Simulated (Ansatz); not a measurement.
C2H7GaSi can be A, `[SiH3][CH]1[CH2][GaH]1`, or B, `C=[C]([SiH3])[GaH2]`.

Isolated molecules relaxed with PBE0-D4/def2-TZVP in Ansatz; ΔE leaves out vibrations. CCSD(T)/CBS adds triple-zeta CCSD(T) − MP2 to the extrapolated MP2 energy (def2 sets, frozen cores). Functionals use def2-TZVPP. For Ga outer-core shells are correlated without core-valence functions, which leaves a few kJ/mol of doubt a bond. Scalar relativity is left out up to krypton.

Task: Which isomer does CCSD(T)/CBS put lower? Give the gap. (An estimate is asked.)

Result: Ansatz gave: B, by 27.9 kJ/mol.

Task: Give E(B) − E(A) in kJ/mol with PBE0-D4, CCSD/def2-TZVPP, B2PLYP, PBE-D4, MP2/def2-TZVPP, r2SCAN-D4, HF/def2-TZVPP. (Best estimate.)

Result: Computed: PBE0-D4 -16.6, CCSD/def2-TZVPP -48.8, B2PLYP -32.9, PBE-D4 0.8, MP2/def2-TZVPP -42.8, r2SCAN-D4 -18.3, HF/def2-TZVPP -88.3. The order is the other way round with PBE-D4.

Largest T1 diagnostic: 0.017.

The D4 term adds +3.7 kJ/mol with B3LYP and +1.6 kJ/mol with PBE0; it sums over pairs of atoms, weighted by their polarisabilities, and B3LYP, whose exchange is more repulsive, gets the larger term. In def2-TZVPP, CCSD(T) changes the Hartree–Fock value by +48.7 kJ/mol (the triples alone add +9.2 kJ/mol) and MP2 by +45.5 kJ/mol.

B3LYP here is the variant with VWN-RPA as its local correlation; programs differ in this.
